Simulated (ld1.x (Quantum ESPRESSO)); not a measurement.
Scattering properties, ultrasoft potential for chlorine (Cl)

chlorine (Cl), ultrasoft, made with ld1.x (Quantum ESPRESSO) 7.5 (PBE, scalar-relativistic). Core [Ne], reference 3s2 3p5. Waves: 3s (bound): rcut 1.05, rcutus 1.45 bohr; 3s channel at -0.7 Ry: rcut 1.05, rcutus 1.45 bohr; 3p (bound): rcut 1.35, rcutus 1.70 bohr; 3p channel at 0.1 Ry: rcut 1.35, rcutus 1.70 bohr. Local part: all-electron potential smoothed inside 1.10 bohr (lloc = -2). Core correction: a·sin(br)/r model core inside 1.05 bohr. Augmentation charge: PSQ, inside the norm-conserving radii.

The phase is arctan(r·u′/u) with u = r·R(r), unwrapped; energies in Ry, scanned from -4 to 5 Ry. A pole is an energy at which the radial function vanishes at the test radius. The pseudo phase is shifted by a multiple of π to meet the all-electron one at the reference energy, and phase errors are pseudo minus all-electron; the curves can meet again beyond the range given. Levels narrower than the energy grid can be missing from the lists of poles.

**Question.** For each channel, where are the poles, and over which energies does the pseudopotential scatter like the atom?

**Answer.**

```csv
channel,radius (bohr),reference energy (Ry),"poles, all-electron","poles, pseudo",unbroken range about the reference energy with phases within 0.05 rad,phase error 1 Ry above the reference energy (rad)
s,1.84,-1.52,0.46,0.46,the whole range,-0.000
p,1.84,-0.63,1.77,1.77,the whole range,-0.000
```

Phases in the p channel:

```
E (Ry)  all-electron  pseudo
 -4.00         1.231   1.231
 -3.52         1.193   1.193
 -3.04         1.141   1.141
 -2.56         1.062   1.062
 -2.08         0.932   0.932
 -1.60         0.685   0.684
 -1.12         0.161   0.161
 -0.64        -0.602  -0.602
 -0.16        -1.080  -1.080
  0.32        -1.308  -1.308
  0.80        -1.433  -1.433
  1.28        -1.512  -1.513
  1.76        -1.570  -1.570
  2.24        -1.615  -1.615
  2.72        -1.654  -1.655
  3.20        -1.690  -1.691
  3.68        -1.727  -1.728
  4.16        -1.765  -1.768
  4.64        -1.810  -1.815
```
